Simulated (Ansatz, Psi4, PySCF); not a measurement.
C7H14O (SMILES CCCCCC(C)=O), singlet, at a GFN2-xTB geometry. Base run: MP2/STO-3G (PySCF).

Here is a job for PySCF.
```python
from pyscf import gto, scf, mp

mol = gto.Mole()
mol.atom = '''
    C     3.97086460   -0.38071733   -0.43965129
    C     2.60678230   -0.73740701    0.13800005
    C     1.51015820    0.18598323   -0.38789984
    C     0.14292892   -0.16761451    0.19137214
    C    -0.95542303    0.76297606   -0.34072007
    C    -2.27816203    0.38881441    0.29276335
    C    -3.08467162   -0.62223570   -0.48162065
    O    -2.64417230    0.85016418    1.34346612
    H     4.73678337   -1.04837659   -0.05241722
    H     4.24080338    0.63987028   -0.17754820
    H     3.95991087   -0.46341942   -1.52437289
    H     2.36306419   -1.77102126   -0.11868707
    H     2.64405549   -0.66759915    1.22727202
    H     1.75588637    1.21879545   -0.13142390
    H     1.47172621    0.11557131   -1.47781424
    H     0.17539792   -0.08964627    1.27994919
    H    -0.09932221   -1.20283662   -0.06123165
    H    -0.70920627    1.79023512   -0.06729539
    H    -1.01354712    0.68093630   -1.42658298
    H    -2.45330367   -1.44896073   -0.79721444
    H    -3.91058125   -0.99166093    0.12015127
    H    -3.48315294   -0.14199562   -1.37397565
'''
mol.basis = 'sto-3g'
mol.verbose = 3
mol.build()

mf = scf.RHF(mol)
mf.kernel()

pt = mp.MP2(mf)
pt.kernel()
print('E(MP2) = %.10f' % pt.e_tot)
```

The same geometry, method and basis name were run in Ansatz (an electronic-structure program) and Psi4 and PySCF, at each program's defaults and at the settings that a row names. The base is PySCF at its defaults. Differences at the defaults can come from grids, fitting, cores and function types together.

| code and settings | ΔE vs base (mEh) | basis functions | E (Eh) | SCF cycles |
|---|---|---|---|---|
| PySCF, defaults (exact integrals, spherical functions, all electrons correlated) | 0.000 | 54 | -344.27283 | 11 |
| Psi4, defaults (density fitting with its default set, spherical functions, all electrons correlated) | ___ | 54 | ___ | 12 |
| Ansatz, defaults (factorised integrals, spherical functions, frozen core) | 3.556 | 54 | -344.26928 | - |
| PySCF, frozen core | 3.508 | 54 | -344.26933 | 11 |
| Psi4, exact integrals, spherical functions, frozen core | 3.508 | 54 | -344.26933 | 12 |
| Ansatz, high accuracy, frozen core | 3.508 | 54 | -344.26933 | - |

### Question
Some entries are withheld; supply them.

### Answer

- Psi4, defaults (density fitting with its default set, spherical functions, all electrons correlated), ΔE vs base (mEh): -0.828
- Psi4, defaults (density fitting with its default set, spherical functions, all electrons correlated), E (Eh): -344.27366
